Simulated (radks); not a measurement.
Spherical quantum dot in the effective-mass picture: electrons in a parabolic well V = omega^2 r^2 / 2 with omega = 0.895, all in effective atomic units (hartree* = m*/eps^2 hartree, bohr* = eps/m* bohr), one dielectric constant everywhere. Method: non-relativistic Kohn-Sham, LDA (Slater exchange, Perdew-Wang correlation), spin-polarised, spherical densities; computed with a radial shooting solver with Libxc functionals. Levels are named by radial order and angular momentum (1s, 1p, 1d, 2s, ...), and open shells are averaged over m.

N = 3, configuration 1s2 1p(up 1, down 0). This is the lowest configuration that the search found. Occupied and some empty levels:

level    occupation  eigenvalue (hartree*)  <r> (bohr*)
1s up             1                 2.7884        1.335
1s down           1                 2.8445        1.329
1p up             1                 3.5091        1.714
1p down           0                 3.5705        1.718
1d up             0                 4.2836        2.012
1d down           0                 4.3411        2.021
2s up             0                 4.3752        1.849
2s down           0                 4.4155        1.858
1f up             0                 5.0918        2.267
1f down           0                 5.1417        2.279

Energy (hartree*): total 6.70667, kinetic 2.0618, external 2.9501, Hartree 2.7646, exchange-correlation -1.0699.
